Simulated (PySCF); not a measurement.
## Electronic absorption of C2H7F2NSi2

C₂H₇F₂NSi₂.
SMILES: `F[C@@H]1C[SiH2]N[Si@@H]1F`

Computed with TDDFT CAM-B3LYP/def2-SVPD, vertical, gas phase, core orbitals frozen in the response (PySCF). The structure is a single PBE0-D3(BJ)/def2-SVP conformer in the gas phase; no vibrational or solvent corrections.

```tsv
state	E (eV)	E (hartree)	f	|μ| (D)	main configurations (H = HOMO, L = LUMO)
S1	6.85	0.2516	0.0092	0.59	H→L (94%)
S2	7.59	0.2791	0.011	0.61	H→L+1 (76%)
S3	7.66	0.2815	0.0032	0.33	H-1→L (42%), H-1→L+2 (26%), H-1→L+4 (15%)
S4	8.00	0.2939	0.030	0.99	H→L+2 (42%), H→L+3 (40%)
S5	8.05	0.2957	0.018	0.76	H-1→L+1 (43%), H-1→L (31%), H-1→L+2 (12%)
S6	8.15	0.2996	0.0067	0.47	H→L+4 (27%), H→L+3 (26%), H→L+2 (24%)
S7	8.25	0.3030	0.021	0.82	H-1→L+3 (24%), H-2→L (21%), H-1→L+2 (18%)
S8	8.30	0.3052	0.023	0.85	H-2→L (43%), H-1→L+3 (14%), H-1→L+2 (12%)
S9	8.48	0.3115	0.061	1.37	H→L+4 (35%), H→L+5 (14%), H→L+2 (9%)
S10	8.60	0.3161	0.045	1.17	H-1→L+3 (31%), H-1→L+1 (19%), H-1→L+4 (14%)
```

Triplets, Tamm–Dancoff:

| state | E (eV) | λ (nm) | main configurations (H = HOMO, L = LUMO) |
| --- | --- | --- | --- |
| T1 | 6.48 | 191.3 | H→L (90%) |
| T2 | 7.19 | 172.5 | H-1→L+2 (31%), H-1→L (28%), H-1→L+4 (17%) |
| T3 | 7.32 | 169.4 | H→L+1 (56%), H→L+2 (13%) |
| T4 | 7.50 | 165.3 | H→L+2 (43%), H→L+3 (20%), H→L+1 (17%) |

The lowest singlet comes at 181 nm (661 kJ/mol) in the vacuum ultraviolet; it is weak; its leading configuration is HOMO→LUMO (94%). The strongest level in the table is S9 at 8.48 eV (146 nm, f = 0.061). Löwdin shares by element: HOMO nitrogen 53%, hydrogen 16% or more, silicon 15% or more (atoms not listed hold the other 16%); LUMO silicon 41%, hydrogen 16% or more, nitrogen 9% (atoms not listed hold the other 34%). Of the 10 states listed, 7 reach f = 0.01 and none stays under 0.0005. Weighted by f, the mean energy of these states is 8.24 eV. Orbital energies (eV): HOMO-3 -11.25, HOMO-2 -10.64, HOMO-1 -9.90, HOMO -9.54, LUMO 0.76, LUMO+1 1.12, LUMO+2 1.48. The vertical ionisation energy (ΔSCF) is 10.28 eV, 1.68 eV above S10. Singlets were solved by full linear response, triplets in the Tamm–Dancoff approximation.
